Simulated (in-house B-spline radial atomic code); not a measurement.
Values are calculated unless marked as measured or tabulated.
Ghost states of the separable form: Ge

Ge, [Ar] 3d10 4s2 4p2, non-relativistic PBE, spherical and spin-unpolarised, from an all-electron radial atomic-structure program (B-spline basis) (atomic units; all potentials screened as in the neutral atom).

Troullier-Martins channels: 4s (ε = -0.4189, r_c = 1.695 bohr), 4p (ε = -0.1445, r_c = 2.288 bohr), 3d (ε = -1.1080, r_c = 1.534 bohr). In the Kleinman-Bylander form one channel serves as the local potential, and each other channel l becomes |δV u><u δV|/<u|δV|u>, with δV = V_l − V_local and u the pseudo-orbital. Its strength is E_KB = <u|δV²|u>/<u|δV|u>. By the analysis of Gonze, Stumpf and Scheffler a spurious state lies below the reference level ε if E_KB > 0 and ε is above the second level of the local potential alone, or if E_KB < 0 and ε is above its first. The table's levels are those of angular momentum l in a sphere of 9 bohr, whose wall can lift a shallow ε a little above its free-atom value.

```
local  channel   <u δV u>  <u δV² u>        ε  first local level  second local level
    p        s  0.0060273    0.14995  -0.4189            -0.4727              0.0130
    p        d    -9.9165     151.48  -1.1080             0.0881              0.3032
    s        p  0.0005656   0.058176  -0.1439            -0.1510              0.1095
    s        d    -11.776     209.17  -1.1080             0.0869              0.2988
    d        p    0.13091     1.0664  -0.1439            -7.8642             -0.1548
    d        s    0.34212     4.3952  -0.4189           -15.0338             -1.7527
```

Task: Apply the rule to each row.

Result: Local p, channel s: E_KB = +24.9, so ε = -0.4189 is set against 0.0130: no ghost. Local p, channel d: E_KB = -15.3, so ε = -1.1080 is set against 0.0881: no ghost. Local s, channel p: E_KB = +103, so ε = -0.1439 is set against 0.1095: no ghost. Local s, channel d: E_KB = -17.8, so ε = -1.1080 is set against 0.0869: no ghost. Local d, channel p: E_KB = +8.15, so ε = -0.1439 is set against -0.1548: a ghost. Local d, channel s: E_KB = +12.8, so ε = -0.4189 is set against -1.7527: a ghost.

Diagonalising the separable Hamiltonian gives:

```tsv
local	channel	three lowest levels	all-electron, two lowest valence levels
p	s	-0.4189, 0.0307, 0.3340	-0.4189, 0.0305
p	d	-1.1080, 0.0957, 0.3302	-1.1080, 0.0924
s	p	-0.1439, 0.1115, 0.4454	-0.1439, 0.1115
s	d	-1.1080, 0.0951, 0.3274	-1.1080, 0.0924
d	p	-0.6909, -0.1439, 0.1116	-0.1439, 0.1115
d	s	-7.9602, -0.4189, 0.0303	-0.4189, 0.0305
```

Task: Which choices of local channel are safe?

Result: Free of ghosts: s, p. With d local the p channel has a ghost 0.55 hartree below ε, since the local potential binds more than one state below ε, and a repulsive term of rank one raises each level at most to the next, so it clears only one of them. With d local the s channel has a ghost 7.54 hartree below ε, since the local potential binds more than one state below ε, and a repulsive term of rank one raises each level at most to the next, so it clears only one of them. Among the safe choices the second level, which tests transfer, is off by at most 2.6 millihartree (s local), 3.3 millihartree (p local). A small <u δV u> makes E_KB large and sensitive.
